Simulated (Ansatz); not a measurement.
CH7NOSi (`OCN[SiH3]`), charge 0, multiplicity 1.

Give a relaxed structure at PBE0-D4/def2-TZVP (the Gaussian-basis code of Ansatz). (Best estimate.)

Computed: 
Z-matrix (Å, degrees):
```
C
N 1 1.433
O 1 1.405 2 112.6
H 1 1.100 2 107.8 3 123.0
H 1 1.095 2 112.6 3 -118.2
Si 2 1.720 1 124.6 3 -131.5
H 2 1.009 1 113.6 3 66.4
H 3 0.962 1 107.2 2 51.8
H 6 1.493 2 115.2 1 -74.4
H 6 1.487 2 108.0 1 45.4
H 6 1.485 2 107.6 1 165.3
```
This is one stationary point; other conformers may exist.
